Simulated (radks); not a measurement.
Results of a calculation; reference values are marked as such.
Trend from C2+ to Pb2+: ionisation energy by Delta-SCF between NIST ground configurations, and size. Code: a radial shooting solver on a logarithmic mesh with Libxc functionals. Model: scalar-relativistic Kohn-Sham, PBEsol, spin-polarised, spherical densities, point nucleus; open shells are filled with parallel spins first (spin-orbit coupling, left out, can overturn this in heavy ions).

species  configuration  IE (eV)  NIST (eV)  kind  -e(HOMO) (eV)  r at 0.001 e/bohr^3 (bohr)
C2+           [He] 2s2   46.845     47.888  exp.    40.178 (2s)                        2.79
Si2+          [Ne] 3s2   33.287     33.493  exp.    28.490 (3s)                        3.43
Ge2+     [Ar] 3d10 4s2   34.332     34.058  exp.    29.283 (4s)                        3.40
Sn2+     [Kr] 4d10 5s2   30.683     30.506  exp.    26.161 (5s)                        3.68
Pb2+              [Hg]   32.203     31.937  exp.    27.523 (6s)                        3.67

Reference values: NIST Atomic Spectra Database (measured). Nuclear size, the Breit interaction and QED, all absent here, shift the 1s and 2s values of heavy ions.
